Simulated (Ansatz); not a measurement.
H$_{2}$BrFOSi, singlet, at a GFN2-xTB geometry, atoms displaced at random by about 0.08 Å a coordinate; R2SCAN/STO-3G, gradient in Ansatz (a program for electronic structure).

The Ansatz input:
Ansatz 0.2 input:
```yaml
crystal:
  periodic: [false, false, false]
  atoms:
    - {symbol: Si, position_ang: [-0.44184616, 0.30031515, 0.70665360]}
    - {symbol: O, position_ang: [-1.81503466, -0.42278156, 1.03589380]}
    - {symbol: F, position_ang: [-0.81470937, 2.02733447, 0.50245738]}
    - {symbol: Br, position_ang: [0.79376865, -0.40210371, -0.73614086]}
    - {symbol: H, position_ang: [0.19597063, 0.27713913, 2.05308797]}
    - {symbol: H, position_ang: [-2.50132622, -0.48485732, 0.31936670]}
basis:
  gaussian:
    orbitals: STO-3G
hamiltonian:
  xc: r2scan
output: {forces: true}
```

The log (banner, timings and long lists left out):

```
Functional definition: r2SCAN
442 factors; integrals over basis functions are off by at most 4.6e-5 eV
mean field evaluation 1: about -81793.1915 eV, gradient 3.0e1 eV
mean field evaluation 2: about -81789.9730 eV, gradient 4.5e1 eV
mean field evaluation 4: about -81796.3694 eV, gradient 2.7e0 eV
mean field evaluation 8: about -81796.3563 eV, gradient 2.0e-2 eV
mean field -81796.35633425 eV, -3005.9606517221 hartree, gradient 3.8e-5 eV, S^2 0.000000; 0 other end points of the search recorded, 0 dependent functions left out
the calculation of the forces begins
reference -81796.35633856 eV, -3005.9606518803 hartree; 34, 34 occupied and 5, 5 virtual orbitals, 442 factors
Total energy: -81796.35633856 eV, -3005.9606518803 hartree
Atom 0 at    -0.441846     0.300315     0.706654 Å, force    -0.884129     7.199224     4.454427 eV/Å
Atom 1 at    -1.815035    -0.422782     1.035894 Å, force    -2.731061    -1.978407     1.325805 eV/Å
Atom 2 at    -0.814709     2.027334     0.502457 Å, force     0.727582    -3.190498    -0.095313 eV/Å
Atom 3 at     0.793769    -0.402104    -0.736141 Å, force     3.194313    -1.895797    -4.033758 eV/Å
Atom 4 at     0.195971     0.277139     2.053088 Å, force    -0.102638    -0.256065    -0.870117 eV/Å
Atom 5 at    -2.501326    -0.484857     0.319367 Å, force    -0.204066     0.121544    -0.781043 eV/Å
Dipole moment:    -0.249375    -0.125309    -0.121085 e Å
```
